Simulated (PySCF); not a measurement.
Bi(OH)3 (BiH3O3), SMILES [Bi]([OH])([OH])[OH]. Atoms are numbered in the order given.

```xyz
7

Bi     0.0000     0.0000     0.2940
O      0.0443     1.7728    -0.8268
H      0.7128     1.6419    -1.5199
O      1.5132    -0.9247    -0.8268
H      1.0655    -1.4383    -1.5199
O     -1.5574    -0.8481    -0.8268
H     -1.7783    -0.2036    -1.5199
```

Geometry: r2SCAN-D4/def2-SVP. The def2 effective core potentials stand for the cores of Bi; spin–orbit coupling is left out. One conformer was computed; it need not be the lowest.

All values below come from M06-2X/def2-TZVP (PySCF).

The molecule is in vacuum.

```json
{
  "total_energy": "-442.03852 hartree",
  "point_group": "C3",
  "highest_occupied_level": "-9.74 eV",
  "lowest_empty_level": "-0.30 eV",
  "orbital_gap": "9.44 eV",
  "dipole_moment": "1.61 D",
  "quadrupole, principal values (traceless, Buckingham form, about the centre of nuclear charge)": "-6.35, -6.35, 12.70 D·Å",
  "mean_static_polarisability": "50.3 bohr³ (7.45 Å³)",
  "polarisability_principal_values": "48.4, 51.3, 51.3 bohr³"
}
```
